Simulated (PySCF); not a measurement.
**Assigning NMR signals**

Geometry:
```tsv
atom	x (Å)	y (Å)	z (Å)
C1	4.508	-0.416	0.225
C2	3.310	-0.354	0.185
C3	1.898	-0.282	0.139
C4	1.135	-1.435	-0.007
C5	-0.246	-1.358	-0.053
C6	-0.884	-0.129	0.048
O7	-2.237	0.046	0.015
C8	-3.058	-1.085	-0.130
C9	-0.124	1.045	0.197
C10	-0.831	2.360	0.304
C11	1.251	0.952	0.239
H12	5.555	-0.470	0.260
H13	1.623	-2.395	-0.086
H14	-0.815	-2.268	-0.167
H15	-2.866	-1.605	-1.075
H16	-4.080	-0.710	-0.128
H17	-2.930	-1.786	0.702
H18	-1.439	2.530	-0.584
H19	-0.120	3.176	0.412
H20	-1.503	2.354	1.160
H21	1.844	1.849	0.353
```

One averaged value for each set of equivalent atoms, in vacuum, relativity neglected, single conformer. Geometry: GFN2-xTB; shieldings: GIAO PBE0/pcSseg-1; PySCF 2.14.0 with density-fitted response routines.

Scale: $^{13}$C, $^{1}$H against TMS (reference shieldings calculated alike).

Problem. Assign these signals to the numbered atoms. $^{13}$C{$^{1}$H} NMR (computed): δ 165.0, 141.0, 138.4, 133.1, 118.3, 111.8, 89.4, 84.8, 56.0, 20.1.

Solution. 
| δ (ppm) | atoms | environment | reason |
| --- | --- | --- | --- |
| 165.0 | C6 | aromatic carbon bearing oxygen | σ withdrawal by the attached heteroatom moves it downfield of the ring CH carbons |
| 141.0 | C11 | aromatic CH | – |
| 138.4 | C4 | aromatic CH | the aromatic region |
| 133.1 | C9 | substituted aromatic carbon | – |
| 118.3 | C3 | substituted aromatic carbon | – |
| 111.8 | C5 | aromatic CH | π donation from the O or N substituent raises the electron density at positions ortho and para to it |
| 89.4 | C2 | alkyne carbon | the triple bond shields along its axis, which puts it between sp3 and sp2 carbons |
| 84.8 | C1 | terminal alkyne carbon | the triple bond shields along its axis, which puts it between sp3 and sp2 carbons |
| 56.0 | C8 | methyl carbon bonded to O | the inductive effect lowers its shielding |
| 20.1 | C10 | methyl carbon on an aromatic ring | a saturated carbon with 1 carbon neighbour and no heteroatom attached |

Problem. Assign these signals to the numbered atoms. $^{1}$H NMR (400 MHz, computed): δ 7.71 (d, 1H), 7.70 (s, 1H), 6.69 (d, 1H), 4.00 (s, 3H), 2.66 (s, 1H), 2.34 (s, 3H).

Solution. 
7.71 → H13, hydrogen on an aromatic CH: aromatic region
7.70 → H21, hydrogen on an aromatic CH
6.69 → H14, hydrogen on an aromatic CH
4.00 → H15/H16/H17, hydrogen on a methyl carbon bonded to O: its carbon carries O, an electronegative neighbour
2.66 → H12, hydrogen on a terminal alkyne carbon: it lies on the axis of the triple bond, in its shielding cone
2.34 → H18/H19/H20, hydrogen on a methyl carbon on an aromatic ring: benzylic-type position, deshielded by the ring

H13 and H21 lie closer than the usual error of such a calculation, so a measured spectrum could show them in the other order.

Shifts are as computed. Against solution values, carbons near 30 ppm lie about +3 ppm off and those near 130 ppm about +5 ppm. Of 1211 compounds with measured shifts, 218 miss one by over three times the rms of a fit or turn the order of signals round; such compounds aren't used in these exercises. No couplings were computed; multiplicities are counted from neighbouring protons, with m where these are inequivalent, close in shift, in a saturated or five-membered ring or joined by F or P, and br s for small geminal =CH2 splittings.
